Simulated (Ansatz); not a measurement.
Geometry optimisation, RKS PBE0/def2-SVP in Ansatz 0.2.0.

input.yaml

```yaml
crystal:
  periodic: [false, false, false]
  atoms:
    - { symbol: Ga, position_ang: [-0.001999, 0.231071, 0.039047] }
    - { symbol: Cl, position_ang: [-0.005815, 0.482903, 2.242347] }
    - { symbol: H, position_ang: [1.414087, 0.209159, -0.605078] }
    - { symbol: H, position_ang: [-1.417149, 0.141518, -0.601699] }
    - { symbol: H, position_ang: [0.08662, -2.429934, 0.796201] }
    - { symbol: H, position_ang: [0.068956, -1.916417, 1.302583] }
basis:
  gaussian: { orbitals: def2-SVP }
hamiltonian:
  xc: pbe0
relax:
  f_tol: 0.03
  max_steps: 50
```

Command:

```bash
$ ansatz run input.yaml --threads 2 --pin off --max-ram 3072MiB --backend cpu --events-out ev --progress --plain --runs-dir out
```

Question: Where does it end, and by what steps?

Answer: It converged. After 7 steps the energy has fallen by 0.109 eV; Cl2 moved furthest, 0.34 Å.

```tsv
step	energy less start (eV)	largest force component (eV/Å)	accepted
0	0.0000	1.306	yes
1	-0.0823	0.338	yes
2	-0.0896	0.225	yes
3	-0.1045	0.130	yes
4	-0.0920	0.877	no
5	-0.1086	0.037	yes
6	-0.1087	0.032	yes
7	-0.1088	0.002	yes
```

```xyz
6
Properties=species:S:1:pos:R:3
Ga 0.002 0.174 0.160
Cl -0.013 0.823 2.227
H 1.414 0.072 -0.492
H -1.404 -0.012 -0.487
H 0.077 -2.307 0.526
H 0.069 -2.031 1.240
```

The run took 19 s on 2 threads of Intel(R) Xeon(R) Platinum 8259CL CPU @ 2.50GHz (Skylake/Cascade Lake), with other jobs on the host, peak memory 0.16 GiB.
